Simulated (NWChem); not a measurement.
System: C3H3N2, doublet; SMILES [nH]1nc[c]c1

Here is an NWChem input.

```
start job
memory heap 200 mb stack 900 mb global 1100 mb
geometry units angstroms noautosym nocenter noautoz
  C      1.229155    -0.115785     0.000000
  C      0.522315     1.062894     0.000000
  N     -0.775467     0.666979     0.000000
  N     -0.933309    -0.652656     0.000000
  C      0.296235    -1.161775     0.000000
  H      0.821319     2.108343     0.000000
  H     -1.597821     1.257755     0.000000
  H      0.447543    -2.239692     0.000000
end
basis spherical
  * library def2-svp
end
dft
  odft
  mult 2
  xc b3lyp
  iterations 150
end
cosmo
  do_cosmo_smd true
  solvent water
end
task dft energy
```

In the optimisation the excess spin sits in a' (Cs, its own frame). The geometry was optimised at PBE0/def2-SVP, spin-unrestricted. No stability test was run on the SCF state. Solvent: water.

Level: B3LYP/def2-SVP with SMD (1 M gas to 1 M solution), gas-phase geometry. Reactions with the solvent are ignored.

Question: Predict the main results of this run. (B3LYP/def2-SVP, spin-unrestricted, SMD on the gas-phase geometry.) Quantities: solvation free energy (kcal/mol); cavity-dispersion-structure term (kcal/mol); dipole in solution (D).

Answer: 
- solvation free energy (kcal/mol): -5.2
- cavity-dispersion-structure term (kcal/mol): 2.4
- dipole in solution (D): 3.11
